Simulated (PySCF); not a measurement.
**Molecular orbitals of ErSi**

PBE at R = 2.834 Å; Er x2c-TZVPall, Si x2c-TZVPall; spin-free X2C with a Gaussian nucleus (PySCF 2.14). State: quintet, about 11.8 electrons in the 4f shell (Mulliken), real f orbitals that mix terms. Only the outer orbitals are listed, counted within each symmetry.

```csv
spin,orbital,occ.,ε (eV),on Er (%),main shells (%)
α,9π,1,-3.85,23,"76 Si p, 14 Er d"
α,19σ,0,-2.99,72,"48 Er s, 29 Si p, 16 Er d"
α,20σ,0,-1.43,95,"51 Er d, 44 Er p"
α,10π,0,-1.37,98,"53 Er p, 45 Er d"
β,8π,1,-3.84,99,99 Er f
β,17σ,1,-3.36,99,97 Er f
β,1φ,1,-3.30,100,100 Er f
β,3δ,1,-3.00,100,100 Er f
β,8π,1,-2.87,91,"90 Er f, 8 Si p"
β,18σ,0,-2.73,68,"38 Er f, 32 Si p, 16 Er s"
β,9π,0,-2.57,48,"52 Si p, 20 Er d, 20 Er f"
β,19σ,0,-2.52,83,"63 Er f, 17 Si p, 11 Er d"
```

**Question.** Which are the highest filled and the lowest empty level, where do they sit, and how wide is the gap?

**Answer.** Highest filled β 8π at -2.87 eV (in %: 90 Er f, 8 Si p); lowest empty α 19σ at -2.99 eV (in %: 48 Er s, 29 Si p, 16 Er d); the gap at PBE is -0.12 eV.

* bond order (Mayer): 1.86
* ⟨S²⟩: 6.106
* charge on Er (Mulliken, basis-dependent): 0.37
* charge on Er (Löwdin, basis-dependent): 0.09
* dipole moment (positive dipole means Er(−)Si(+)): -4.80 D

Spin–orbit coupling is left out. Counting both spins, an empty level lies below a filled one in this solution, because spin and occupation are held. The state is the lowest single determinant that the PBE0 search found; with open d or f shells the true ground state can be another one.
